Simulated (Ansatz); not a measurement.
CH₈BFSi₂, SMILES `BC(F)([SiH3])[SiH3]`, relaxed with RKS PBE-D4/def2-SVP in Ansatz from a rough embedded geometry. The force threshold is 0.03 eV/Å; the program also tests the step.

Charge 0, multiplicity 1.

Start:

```xyz
13

B     1.342   -0.883   -0.461
C    -0.077   -0.318   -0.427
F    -0.776   -0.890   -1.441
Si   -0.949   -0.741    1.168
Si   -0.017    1.533   -0.701
H     2.195   -0.554    0.368
H     1.694   -1.725   -1.247
H    -2.287   -0.195    1.186
H    -0.155   -0.100    2.338
H    -0.965   -2.159    1.425
H     0.609    1.832   -1.952
H     0.725    2.141    0.406
H    -1.339    2.058   -0.662
```

| step | energy (eV) | largest force (eV/Å) | largest move (Å) |
| --- | --- | --- | --- |
| 1 | -20292.1074 | 3.000 | 0.000 |
| 2 | -20292.5228 | 0.664 | 0.104 |
| 3 | -20292.5481 | 0.806 | 0.076 |
| 4 | -20292.5603 | 0.385 | 0.200 |
| 5 | -20292.5790 | 0.069 | 0.117 |
| 6 | -20292.5798 | 0.076 | 0.050 |
| 7 | -20292.5810 | 0.008 | 0.027 |

End:

```xyz
13

B     1.357   -0.919   -0.450
C    -0.062   -0.353   -0.455
F    -0.924   -0.857   -1.468
Si   -0.903   -0.751    1.237
Si    0.015    1.560   -0.694
H     2.133   -0.515    0.397
H     1.709   -1.749   -1.263
H    -2.314   -0.239    1.186
H    -0.151   -0.086    2.354
H    -0.927   -2.238    1.447
H     0.698    1.874   -1.994
H     0.763    2.191    0.445
H    -1.393    2.081   -0.740
```

Hardware: 4 threads of an Arm Neoverse V2 on a shared host. Wall time 10 s, peak host memory 0.16 GiB.
